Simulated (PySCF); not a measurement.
From one molecule to another.

First species: C3H2ClNO.
SMILES with atom numbers: `[Cl:1][c:2]1[cH:3][o:4][cH:5][n:6]1` (hydrogens: H7 on C3; H8 on C5)

Second species: C3H4ClF3O.
SMILES: `FC(F)(F)OCCCl`

Levels: PBE0/def2-SVPD for dipole moment, HOMO energy, LUMO energy, HOMO–LUMO gap, static isotropic polarisability and electronic spatial extent ⟨r²⟩ about the centre of nuclear charge; TDDFT PBE0/def2-SVPD for lowest singlet excitation; TDA PBE0/def2-SVPD for lowest triplet excitation (Tamm–Dancoff); GFN2-xTB for rotational constant A and rotational constant C. Geometries: GFN2-xTB. All species are isolated and taken at one optimised geometry, non-relativistic unless stated. Electronic properties by PySCF.

Dipoles, sizes and rotational constants follow the conformer. The torsions of the flexible species, by atom-mapped SMILES:
- `[F:1][C:2]([F:3])([F:4])[O:5][CH2:6][CH2:7][Cl:8]`: F1–C2–O5–C6 59°, C2–O5–C6–C7 -178°, O5–C6–C7–Cl8 71°

| property | column X | column Y |
| --- | --- | --- |
| dipole moment | 2.19 D | 3.10 D |
| HOMO energy | -7.36 eV | -8.90 eV |
| LUMO energy | -0.66 eV | 0.14 eV |
| HOMO–LUMO gap | 6.70 eV | 9.04 eV |
| lowest singlet excitation | 5.99 eV | 7.38 eV |
| lowest triplet excitation (Tamm–Dancoff) | 4.01 eV | 6.64 eV |
| static isotropic polarisability | 55.1 au | 58.5 au |
| electronic spatial extent ⟨r²⟩ about the centre of nuclear charge | 620 bohr² | 1402 bohr² |
| rotational constant A | 9.970 GHz | 3.689 GHz |
| rotational constant C | 1.755 GHz | 0.753 GHz |

(1) Which column belongs to which species?

(2) How does each property change from the first species to the second?

Results:

(1) Column X is the first species and column Y the second. The first has 8 atoms and 52 electrons, the second 12 and 74.

(2) dipole moment +0.91 D; HOMO energy -1.54 eV; LUMO energy +0.80 eV; HOMO–LUMO gap +2.34 eV; lowest singlet excitation +1.39 eV; lowest triplet excitation (Tamm–Dancoff) +2.63 eV; static isotropic polarisability +3.4 au; electronic spatial extent ⟨r²⟩ about the centre of nuclear charge +782 bohr²; rotational constant A -6.281 GHz; rotational constant C -1.002 GHz.

On the first: The polarisability is 8.17 Å³ as a volume (1 au = 0.148185 Å³), or 1.06 au for each of the 52 electrons. The dipole equals about 7.3 × 10⁻³⁰ C·m (1 D = 3.33564 × 10⁻³⁰ C·m).

On the second: No computed singlet falls in the visible range (750 to 380 nm, 1.65 to 3.26 eV); S1 lies 4.12 eV above its blue end. The dipole equals about 10.3 × 10⁻³⁰ C·m (1 D = 3.33564 × 10⁻³⁰ C·m).
